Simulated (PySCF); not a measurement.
## Ionising HgCl

PBE0; PySCF, scalar-relativistic core potentials, basis sets Hg cc-pVDZ-PP with ECP60, Cl cc-pV(D+d)Z. Neutral (UKS): doublet (σ ↑), Re = 2.414 Å, ωe = 260 cm⁻¹, De = 1.07 eV, HOMO -7.30 eV, LUMO -4.57 eV.

HgCl⁺ (UKS): singlet (closed shell), Re = 2.245 Å, ωe = 372 cm⁻¹, De = 1.88 eV to Hg⁺ + Cl. The energies at the minima are -613.52888 hartree for HgCl and -613.18197 for HgCl⁺.

Q: Work out the adiabatic ionisation energy, without and with harmonic zero-point energies (1 hartree = 27.2114 eV, 1 eV = 8065.5 cm⁻¹), and the change of the bond length.

A: At PBE0: 0.34691 hartree = 9.440 eV between the minima; the zero-point term (372.0 − 260.0)/2 cm⁻¹ = +0.007 eV makes it 9.447 eV. Re changes by -16.9 pm against the neutral. The electron leaves a σ orbital, and the shorter bond of the ion fits an antibonding orbital, or a change in how ionic the bond is.

Spin–orbit coupling is left out, which matters for elements this heavy, above all for dissociation energies. For an ion De counts to the pair picked by the measured ionisation energies or electron affinities, which need not be the lowest pair at this level. States were picked by a PBE0 search and need not be the measured ground states.
